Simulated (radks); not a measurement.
Spherical quantum dot in the effective-mass picture: electrons in a parabolic well V = omega^2 r^2 / 2 with omega = 1.64, with a point charge +1 (a donor) at the centre, all in effective atomic units (hartree* = m*/eps^2 hartree, bohr* = eps/m* bohr), one dielectric constant everywhere. Calculated with a radial shooting solver with Libxc functionals: non-relativistic Kohn-Sham, LDA (Slater exchange, Perdew-Wang correlation), spin-polarised, spherical densities. Levels are named by radial order and angular momentum (1s, 1p, 1d, 2s, ...), and open shells are averaged over m.

N = 14, configuration 1s2 1p6 1d(up 4, down 0) 2s2. This is the lowest configuration that the search found. Occupied and some empty levels:

level    occupation  eigenvalue (hartree*)  <r> (bohr*)
1s up             1                 10.360        1.021
1s down           1                 10.430        1.004
1p up             3                 11.552        1.422
1p down           3                 11.656        1.417
2s up             1                 12.562        1.441
2s down           1                 12.637        1.452
1d up             4                 12.679        1.659
1d down           0                 12.789        1.662
1f up             0                 13.870        1.846
1f down           0                 13.976        1.852
2p up             0                 14.057        1.668
2p down           0                 14.127        1.673
1g up             0                 15.125        2.006
1g down           0                 15.222        2.015

Energy (hartree*): total 107.908, kinetic 23.521, external 31.608, Hartree 60.980, exchange-correlation -8.2007.

Electron density:

r (bohr*)  n(r) (e/bohr*^3)
0.215                 1.707
0.445                 1.062
0.676                0.7150
0.906                0.5638
1.14                 0.4968
1.37                 0.4271
1.60                 0.3231
1.83                 0.2039
2.06                 0.1054
2.29                0.04397
2.52                0.01489
2.75               0.004059
2.98              0.0009029
